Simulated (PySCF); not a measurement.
**Computed vibrations of [Pb(HCN)]2+**

[Pb(HCN)]2+ (singlet). PySCF 2.14.0, RKS PBE0, Pb def2-SVP with ECP60, N def2-SVP, C def2-SVP, H def2-SVP; non-relativistic Hamiltonian with scalar-relativistic core potentials where named; density fitting; no spin-orbit coupling. Central differences of gradients.

```xyz
4

Pb    0.0000    0.0000   -0.3407
N     0.0000    0.0000    2.0269
C     0.0000    0.0000    3.1805
H     0.0000    0.0000    4.2790
```

Run from Python with OMP_NUM_THREADS=2. Where DIIS fails, smearing, a level shift and second-order steps follow.
It took 7.2 s on 2 threads of Intel(R) Xeon(R) 6975P-C (Granite Rapids), with other jobs on the host.

(1) What are the harmonic wavenumbers and infrared intensities?

(2) Is this a minimum?

Answers

(1) Modes are labelled in C∞v; negative numbers are unstable modes, those under 60 cm⁻¹ near the noise; a finer grid moves soft modes by up to 10 cm⁻¹.
| cm⁻¹ | km/mol | symmetry |
| --- | --- | --- |
| 202 | 46.4 | π |
| 202 | 46.4 | π |
| 301 | 38.8 | σ+ |
| 848 | 18.1 | π |
| 848 | 18.1 | π |
| 2239 | 385.9 | σ+ |
| 3318 | 202.3 | σ+ |

(2) Yes. Ideal gas at 298.15 K and 1 bar: S = 276.1 J/(mol K), Cp = 56.3 J/(mol K), H − H(0 K) = 13.0 kJ/mol (rigid rotor, harmonic modes, spin degeneracy alone).
